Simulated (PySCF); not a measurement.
# Magnetic susceptibility: Ga(H2S)H3, GaH5S

Geometry:
```tsv
atom	x (Å)	y (Å)	z (Å)
Ga1	0.135	-0.228	-1.007
S2	0.147	-0.250	1.512
H3	0.511	1.033	1.566
H4	-1.152	0.053	1.562
H5	1.655	-0.189	-1.263
H6	-0.645	1.112	-1.113
H7	-0.651	-1.530	-1.257
```

Method used: GIAO B3LYP/def2-SVP magnetisability, rotational g tensor and spin-rotation constants, non-relativistic, gas phase (PySCF). Geometry: GFN2-xTB.

The calculation is non-relativistic, which matters for the atoms heavier than Zn.

Problem. How diamagnetic is it, and how anisotropic?

Solution. Isotropic -865 × 10⁻³⁰ J/T², or -52.1 × 10⁻⁶ cm³/mol; principal values -941, -834, -821 × 10⁻³⁰ J/T², anisotropy 114 × 10⁻³⁰ J/T² (root of half the summed squared differences of the principal values). The susceptibility is in cgs units.

Problem. Split it along the inertial axes a, b, c into diamagnetic and paramagnetic parts about the centre of mass, with the quadrupole moment.

Solution. 
| axis | χ (10⁻⁶ cm³/mol) | diamagnetic (10⁻⁶ cm³/mol) | paramagnetic (10⁻⁶ cm³/mol) | summed x² of all electrons (Å²) | quadrupole Θ (D Å) |
| --- | --- | --- | --- | --- | --- |
| a | -56.6 | -104.6 | 48.0 | 82.8 | +3.72 |
| b | -50.2 | -403.3 | 353.1 | 12.4 | -0.97 |
| c | -49.5 | -404.1 | 354.6 | 12.2 | -2.75 |

Anisotropies 2χaa − χbb − χcc = -13.5 and 2χbb − χaa − χcc = +5.7 × 10⁻⁶ cm³/mol. Θ is traceless in Buckingham's convention.

Problem. And the rotational g tensor?

Solution. 
```csv
axis,rotational constant (GHz),g,nuclear part,electronic part
a,47.8631,-0.0857,0.9943,-1.0799
b,3.3007,-0.0115,0.5360,-0.5476
c,3.2928,-0.0110,0.5375,-0.5485
```
Asymmetric top; isotopes 69Ga, 1H, 32S; no vibrational averaging.
